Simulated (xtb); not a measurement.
xtb input (GFN2-xTB):

```bash
xtb mol.xyz --gfn 2 --ohess tight --chrg -1 --uhf 0
```
mol.xyz:
```
3

Sb     0.10524755    -0.04668639     0.95284942
F      0.66981105     1.24732754    -0.49807644
F     -0.78128475    -1.16414444    -0.50815508
```

Output:

```
           -------------------------------------------------
          |                Calculation Setup                |
           -------------------------------------------------

           -------------------------------------------------
          |                 G F N 2 - x T B                 |
           -------------------------------------------------

        Reference                      10.1021/acs.jctc.8b01176
      * Hamiltonian:
        H0-scaling (s, p, d)           1.850000    2.230000    2.230000
        zeta-weighting                 0.500000
      * Dispersion:
        s8                             2.700000
        a1                             0.520000
        a2                             5.000000
        s9                             5.000000
      * Repulsion:
        kExp                           1.500000    1.000000
        rExp                           1.000000
      * Coulomb:
        alpha                          2.000000
        third order                    shell-resolved
        anisotropic                    true
        a3                             3.000000
        a5                             4.000000
        cn-shift                       1.200000
        cn-exp                         4.000000
        max-rad                        5.000000

          ...................................................
          :                      SETUP                      :
          :.................................................:
          :  # basis functions                  18          :
          :  # atomic orbitals                  17          :
          :  # shells                            7          :
          :  # electrons                        20          :
          :  max. iterations                   250          :
          :  Hamiltonian                  GFN2-xTB          :
          :  restarted?                      false          :
          :  GBSA solvation                  false          :
          :  PC potential                    false          :
          :  electronic temp.          300.0000000     K    :
          :  accuracy                    1.0000000          :
          :  -> integral cutoff          0.2500000E+02      :
          :  -> integral neglect         0.1000000E-07      :
          :  -> SCF convergence          0.1000000E-05 Eh   :
          :  -> wf. convergence          0.1000000E-03 e    :
          :  Broyden damping             0.4000000          :
          :  net charge                         -1          :
          :  unpaired electrons                  0          :
          ...................................................

 iter      E             dE          RMSdq      gap      omega  full diag
   1    -11.9673656 -0.119674E+02  0.195E+01    1.91       0.0  T
   2    -11.9679103 -0.544638E-03  0.113E+01    2.02       1.0  T
   3    -11.9680515 -0.141260E-03  0.127E+00    2.15       1.0  T
   4    -11.9680746 -0.230957E-04  0.210E-01    2.17       1.0  T
   5    -11.9680742  0.477375E-06  0.604E-02    2.17       1.0  T
   6    -11.9680747 -0.579407E-06  0.211E-02    2.17       2.7  T
[...]
     1  51 Sb   1.519 --     3 F    0.760     2 F    0.760
     2   9 F    0.767 --     1 Sb   0.760
     3   9 F    0.768 --     1 Sb   0.760
 ---------------------------------------------------------------------------

Topologies differ in total number of bonds
Writing topology from bond orders to xtbtopo.mol

molecular dipole:
                 x           y           z       tot (Debye)
 q only:        0.117      -0.094       1.097
   full:        0.124      -0.099       1.157       2.969
molecular quadrupole (traceless):
                xx          xy          yy          xz          yz          zz
 q only:        1.709      -9.898      -8.803      -0.085       0.036       7.094
  q+dip:        1.737     -10.133      -9.025      -0.083       0.034       7.289
   full:       -0.474      -8.666      -9.677       0.568      -0.363      10.151

           -------------------------------------------------
          |                Geometry Summary                 |
           -------------------------------------------------

      molecular mass/u    :      159.7565900
   center of mass at/Å    :        0.0519892      -0.0216091       0.4880423
  moments of inertia/u·Å² :        0.4093508E+02   0.1391084E+03   0.1800435E+03
rotational constants/cm⁻¹ :        0.4118138E+00   0.1211834E+00   0.9363089E-01

           -------------------------------------------------
          |               Frequency Printout                |
           -------------------------------------------------
 projected vibrational frequencies (cm⁻¹)
eigval :       -0.00    -0.00    -0.00     0.00     0.00     0.00
eigval :       78.49   289.10   332.49
 reduced masses (amu)
   1: 84.88   2:111.78   3: 65.76   4: 58.55   5: 31.21   6: 26.78   7: 32.74   8: 37.88
   9: 29.70
 IR intensities (km·mol⁻¹)
   1:  4.68   2:  1.79   3:  9.39   4:  9.19   5: 17.68   6: 11.53   7: 13.09   8:206.91
   9: 83.56
 Raman intensities (Ä⁴*amu⁻¹)
   1:  0.00   2:  0.00   3:  0.00   4:  0.00   5:  0.00   6:  0.00   7:  0.00   8:  0.00
   9:  0.00
 output can be read by thermo (or use thermo option).
 writing <g98.out> molden fake output.
 recommended (thermochemical) frequency scaling factor: 1.0
           -------------------------------------------------
          |             Thermodynamic Functions             |
           -------------------------------------------------

c2v symmetry found (for desy threshold:  0.10E+00) used in thermo

          ...................................................
          :                      SETUP                      :
          :.................................................:
          :  # frequencies                           3      :
          :  # imaginary freq.                       0      :
          :  linear?                             false      :
          :  only rotor calc.                    false      :
          :  symmetry                              c2v      :
          :  rotational number                       2      :
          :  scaling factor                  1.0000000      :
          :  rotor cutoff                   50.0000000 cm⁻¹ :
          :  imag. cutoff                  -20.0000000 cm⁻¹ :
          :.................................................:

    mode    ω/cm⁻¹     T·S(HO)/kcal·mol⁻¹    T·S(FR)/kcal·mol⁻¹   T·S(vib)
   ------------------------------------------------------------------------
       1     78.49    -1.17119 ( 85.86%)    -0.92242 ( 14.14%)    -1.13602
       2    289.10    -0.44103 ( 99.91%)    -0.53657 (  0.09%)    -0.44111
   ------------------------------------------------------------------------

   temp. (K)  partition function   enthalpy   heat capacity  entropy
                                   cal/mol     cal/K/mol   cal/K/mol   J/K/mol
 298.15  VIB   5.28                  998.817      5.130      6.538
         ROT  0.387E+05              888.752      2.981     23.972
         INT  0.204E+06             1887.569      8.111     30.510
         TR   0.195E+28             1481.254      4.968     41.096
         TOT                        3368.8231    13.0793    71.6061   299.5999
Note: The following floating-point exceptions are signalling: IEEE_DENORMAL
normal termination of xtb

       T/K    H(0)-H(T)+PV         H(T)/Eh          T*S/Eh         G(T)/Eh
   ------------------------------------------------------------------------
    298.15    0.536856E-02    0.696346E-02    0.340224E-01   -0.270589E-01
   ------------------------------------------------------------------------

         :::::::::::::::::::::::::::::::::::::::::::::::::::::
         ::                  THERMODYNAMIC                  ::
         :::::::::::::::::::::::::::::::::::::::::::::::::::::
         :: total free energy         -12.006316358148 Eh   ::
         ::.................................................::
         :: total energy              -11.979257455973 Eh   ::
         :: zero point energy           0.001594901572 Eh   ::
         :: G(RRHO) w/o ZPVE           -0.028653803747 Eh   ::
         :: G(RRHO) contrib.           -0.027058902175 Eh   ::
         :::::::::::::::::::::::::::::::::::::::::::::::::::::

optimized geometry written to: xtbopt.xyz

           -------------------------------------------------
          | TOTAL ENERGY              -11.979257455973 Eh   |
          | TOTAL ENTHALPY            -11.972293993066 Eh   |
          | TOTAL FREE ENERGY         -12.006316358148 Eh   |
          | GRADIENT NORM               0.000037187207 Eh/α |
          | HOMO-LUMO GAP               1.321381419368 eV   |
           -------------------------------------------------

------------------------------------------------------------------------
------------------------------------------------------------------------
 total:
 SCF:
 ANC optimizer:
 analytical hessian:
```
